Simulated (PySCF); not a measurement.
Sb(Cl)(SiH3)2 (ClH6SbSi2), SMILES [SiH3][Sb]([SiH3])[Cl]. Atoms are numbered in the order given.

```xyz
10

Sb     0.7366    -0.1200     0.0000
Cl    -0.8876    -1.9348     0.0000
Si    -0.6179     1.1071     1.8576
H     -0.4927     0.3219     3.1175
H     -0.0481     2.4721     2.0688
H     -2.0492     1.2143     1.4626
Si    -0.6179     1.1071    -1.8576
H     -0.4927     0.3219    -3.1175
H     -2.0492     1.2143    -1.4626
H     -0.0481     2.4721    -2.0688
```

Geometry: B3LYP-D3(BJ)/def2-SVP. The def2 effective core potentials stand for the cores of Sb; spin–orbit coupling is left out.

Calculation: TDA-PBE/def2-SVPD (PySCF).

Vertical excitations. Gas-phase values at a fixed geometry. State labels are in the subgroup Cs.

Computed lowest excited states:
```csv
state,symmetry,energy (eV),λ (nm),f,main pairs
S1,A',3.58,346,0.004,HOMO→LUMO 99 %
S2,A",3.93,316,0.000,HOMO−1→LUMO 99 %
S3,A',5.00,248,0.007,"HOMO−2→LUMO 71 %, HOMO→LUMO+2 26 %"
S4,A",5.01,247,0.022,"HOMO→LUMO+1 69 %, HOMO−3→LUMO 16 %, HOMO−1→LUMO+2 11 %"
S5,A',5.06,245,0.034,"HOMO→LUMO+2 57 %, HOMO−2→LUMO 24 %, HOMO−1→LUMO+1 17 %"
S6,A",5.15,241,0.009,HOMO−3→LUMO 79 %
S7,A',5.43,228,0.035,"HOMO−1→LUMO+1 58 %, HOMO→LUMO+3 24 %, HOMO→LUMO+2 9 %"
S8,A",5.63,220,0.086,"HOMO−5→LUMO 43 %, HOMO−1→LUMO+2 40 %"
S9,A',5.72,217,0.019,"HOMO→LUMO+3 61 %, HOMO−4→LUMO 12 %"
S10,A",5.72,217,0.087,"HOMO−5→LUMO 54 %, HOMO−1→LUMO+2 23 %"
T1,A',2.99,415,0,HOMO→LUMO 100 %
T2,A",3.49,355,0,HOMO−1→LUMO 100 %
T3,A",4.32,287,0,HOMO→LUMO+1 96 %
T4,A',4.54,273,0,"HOMO−2→LUMO 75 %, HOMO→LUMO+2 18 %"
```
Triplets are in the Tamm–Dancoff approximation.
